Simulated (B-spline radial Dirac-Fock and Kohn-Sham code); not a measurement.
**Two-hole binding energies of Pt⁴²⁺**

System: the Pt⁴²⁺ ion, [Ar] 3d10 4s2 4p6.

Method: ΔSCF Dirac-Fock with Breit, self-energy and vacuum polarisation, finite nucleus, configuration average. Computed with a radial atomic solver. U is the two-hole binding energy less the two single-hole energies, the effective repulsion of the holes after relaxation. Each two-hole energy is an average over J within one jj subconfiguration.

```
          holes  E(a) (eV)  E(b) (eV)  E(ab) (eV)  U (eV)
           1s⁻²    80421.8    80421.8    162420.7  1577.1
   1s⁻¹ 2p3/2⁻¹    80421.8    13594.7     94438.8   422.3
   2s⁻¹ 2p3/2⁻¹    15917.5    13594.7     29784.7   272.4
2p1/2⁻¹ 2p3/2⁻¹    15306.0    13594.7     29223.3   322.6
        2p3/2⁻²    13594.7    13594.7     27500.0   310.6
   2s⁻¹ 3p1/2⁻¹    15917.5     4990.4           ?       ?
   2s⁻¹ 3d3/2⁻¹    15917.5     4164.3     20244.8   163.0
   2s⁻¹ 3d5/2⁻¹    15917.5     4080.6     20156.9   158.7
2p1/2⁻¹ 3d3/2⁻¹    15306.0     4164.3     19632.3   162.0
   2p3/2⁻¹ 3s⁻¹    13594.7     5257.2     19002.6   150.6
        3p1/2⁻²     4990.4     4990.4     10110.0   129.2
3p1/2⁻¹ 3p3/2⁻¹     4990.4     4596.9      9704.6   117.3
        3d3/2⁻²     4164.3     4164.3      8460.7   132.0
        3d5/2⁻²     4080.6     4080.6      8290.9   129.6
```

Question: Give the missing two-hole energy and U.

Answer: E(ab) = 21066.4 eV and U = 158.4 eV.
